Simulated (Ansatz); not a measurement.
Ideal-gas functions of Cl₂FSSi, SMILES `F[Si]([S])(Cl)Cl` radical at 800 K and 1 bar, from an Ansatz frequency run at PBE0-D4/def2-TZVP.

Molar mass 150.06 g/mol, point group Cs (symmetry number 1), electronic degeneracy 2, moments of inertia 268.017, 282.726, 385.694 u Å². Harmonic wavenumbers (cm⁻¹, unscaled): 48, 144, 219, 264, 269, 451, 610, 625, 930.

Use S(trans) = R[1.5 ln M + 2.5 ln T − 1.1517]; rotational temperatures θ = 24.2544 K / I; S(rot) = R[ln(√π/σ · √(T³/θAθBθC)) + 1.5]; for each mode x = 1.438777 ν̃/T, S = R[x/(eˣ − 1) − ln(1 − e⁻ˣ)] and H = RT x/(eˣ − 1); 1 cm⁻¹ = 0.0119627 kJ/mol; R = 8.31446 J/(mol·K).

By hand: the entropy, in J/(mol·K).

Translation 191.9. Rotation: θ = 0.0905, 0.0858, 0.0629 K, giving 132.3. Vibration, mode by mode: 28.68, 19.57, 16.11, 14.59, 14.43, 10.28, 7.95, 7.77, 4.94, in all 124.3. Electronic 5.8. Sum 454.3 J/(mol·K).

By hand: H − E and G − E in kJ/mol, counted from the electronic energy.

Zero-point energy ½ × 3560 × 0.0119627 = 21.3; thermal vibration 42.1; translation, rotation and pV give 4 RT = 26.6. H − E = 90.0 kJ/mol, and G − E = 90.0 − 800 × 454.3/1000 = -273.4 kJ/mol.

Vibration gives 27 % of the entropy, 48.3 J/(mol·K) of it from the modes under 150 cm⁻¹: soft modes count most, and the harmonic formula is weakest for them.
